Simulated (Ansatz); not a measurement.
One change: `[OH][AlH]/[CH]=C/F` becomes `C=C/C=C\F`.

Ansatz, PBE0-D4/def2-TZVP geometries, multiplicity 1. Each molecule was computed in one conformer, which needn't be the lowest.

| property | `[OH][AlH]/[CH]=C/F` |
| --- | --- |
| HOMO energy (PBE0/def2-TZVPP) / eV | -7.81 |
| LUMO energy (B3LYP/def2-TZVPP) / eV | -1.34 |
| HOMO energy (PBE/def2-TZVPP) / eV | -6.60 |
| HOMO–LUMO gap (B3LYP/def2-TZVPP) / eV | 6.23 |
| HOMO energy (B3LYP/def2-TZVPP) / eV | -7.57 |
| LUMO energy (ωB97M-V/def2-TZVPP) / eV | 0.65 |

Q: Give the same properties after the change, and the shifts. (Estimate.)

A: Ansatz gave: 
```
                             property  `C=C/C=C\F`  shift
   HOMO energy (PBE0/def2-TZVPP) / eV        -6.76   1.05
  LUMO energy (B3LYP/def2-TZVPP) / eV        -1.08   0.26
    HOMO energy (PBE/def2-TZVPP) / eV        -5.72   0.88
HOMO–LUMO gap (B3LYP/def2-TZVPP) / eV         5.48  -0.75
  HOMO energy (B3LYP/def2-TZVPP) / eV        -6.56   1.01
LUMO energy (ωB97M-V/def2-TZVPP) / eV         1.22   0.57
```

With PBE0 the HOMO rises by 1.05 eV and the LUMO rises by 0.26 eV, so the gap narrows by about 0.79 eV. PBE moves the HOMO by 0.88 eV and ωB97M-V by 1.18 eV.

B3LYP here is the variant with VWN-RPA as its local correlation; programs differ in this.
